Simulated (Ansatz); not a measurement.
Two isomers of CH7FOSi2: A = `F[SiH2]OC[SiH3]`, B = `C[SiH](F)[SiH2]O`.

Calculated with Ansatz (gas phase, PBE0-D4/def2-TZVP geometries, no zero-point term in ΔE). CCSD(T)/CBS adds triple-zeta CCSD(T) − MP2 to the extrapolated MP2 energy (def2 sets, frozen cores). Functionals use def2-TZVPP. B3LYP here is the variant with VWN-RPA as its local correlation; programs differ in this. Each species was taken in one conformer, which may not be the lowest.

A:

```xyz
12

F     0.4955   -0.6288    2.9844
Si    0.4274   -1.4255    1.6022
O    -0.3354   -0.5483    0.4648
C     0.1973    0.6365   -0.1207
Si   -0.7253    0.9962   -1.7312
H    -0.3747   -2.6455    1.8075
H     1.8335   -1.6791    1.2053
H     0.0904    1.4796    0.5718
H     1.2714    0.5250   -0.3238
H    -0.5387   -0.1319   -2.6790
H    -2.1721    1.1801   -1.4549
H    -0.1692    2.2415   -2.3263
```

B:

Z-matrix (Å, degrees):
```
C
Si 1 1.860
H 1 1.094 2 109.9
H 1 1.093 2 110.9 3 119.5
H 1 1.092 2 111.2 3 -119.6
F 2 1.616 1 108.3 3 -176.2
Si 2 2.354 1 113.0 3 65.5
H 2 1.491 1 110.1 3 -59.7
O 7 1.656 2 111.2 1 60.6
H 7 1.493 2 109.9 1 -175.6
H 7 1.486 2 110.3 1 -56.2
H 9 0.958 7 117.0 2 60.4
```

(1) Which is lower in electronic energy at CCSD(T)/CBS, and by how much? (Best estimate.)

(2) Give E(B) − E(A) in kcal/mol with MP2/def2-TZVPP, ωB97M-V, PBE0-D4, B2PLYP, r2SCAN-D4, CCSD/def2-TZVPP, B3LYP. (Best estimate.)

Largest T1 diagnostic: 0.012.

Results:

(1) The calculation gave: B, by 19.0 kcal/mol.

(2) Ansatz gave: MP2/def2-TZVPP -18.2, ωB97M-V -17.7, PBE0-D4 -21.3, B2PLYP -17.7, r2SCAN-D4 -20.3, CCSD/def2-TZVPP -17.4, B3LYP -17.9. None reverses the order clearly.

In def2-TZVPP, CCSD(T) changes the Hartree–Fock value by −3.5 kcal/mol (the triples alone add −0.3 kcal/mol) and MP2 by −4.0 kcal/mol.
